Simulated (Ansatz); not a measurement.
A run for Ansatz (an electronic-structure program): R-B3LYP/def2-TZVPPD on AsClH4 (a complex), monomers drawn apart or pushed together. Files ending in .json are basis or fitting sets from the Basis Set Exchange.

Ansatz 0.2 input:
```yaml
crystal:
  periodic: [false, false, false]
  atoms:
    - {symbol: Cl, position_ang: [1.20790380, 0.53037820, 0.65711566]}
    - {symbol: H, position_ang: [0.72764192, 0.27999148, 1.82364411]}
    - {symbol: As, position_ang: [-0.52316954, -0.37455923, 4.89702827]}
    - {symbol: H, position_ang: [-1.09684843, 0.67575996, 3.95007719]}
    - {symbol: H, position_ang: [-0.42301431, -1.40982334, 3.78025207]}
    - {symbol: H, position_ang: [0.90515776, 0.10639258, 4.65737103]}
basis:
  gaussian:
    orbitals: def2-TZVPPD.json
hamiltonian:
  xc: {name: B3LYP}
scf: {lower_state_search: off}
```

The log:

```
WARN ansatz: RAYON_NUM_THREADS=1 ignored (pool sized by the plan → 1); use --threads N
Functional definition: B3LYP
these checks for a lower state are left out or cut short: stability, starts, cluster_reference, orbital_swaps, neighbouring_geometries, increment
integrals: 0.08 GiB planned
1002 factors; their error is unknown
mean field: 0.73 GiB planned
mean field evaluation 1: about -73430.5387 eV, gradient 1.7e1 eV
mean field evaluation 2: about -73430.7981 eV, gradient 1.4e1 eV
mean field evaluation 4: about -73431.0813 eV, gradient 4.4e-1 eV
mean field evaluation 8: about -73431.2957 eV, gradient 3.6e-1 eV
mean field evaluation 16: about -73431.2958 eV, gradient 7.7e-6 eV
mean field -73431.29578488 eV, -2698.5503465744 hartree, gradient 7.7e-6 eV, S^2 0.000000; 0 other end points of the search recorded, 0 dependent functions left out
reference -73431.29606600 eV, -2698.5503569053 hartree; 27, 27 occupied and 146, 146 virtual orbitals, 1002 factors
Total energy: -73431.29606600 eV, -2698.5503569053 hartree
Checks for a lower state left out: stability, starts, cluster_reference, orbital_swaps, neighbouring_geometries, increment
```

The run converged.

Cost: roughly 2.0 core-seconds.
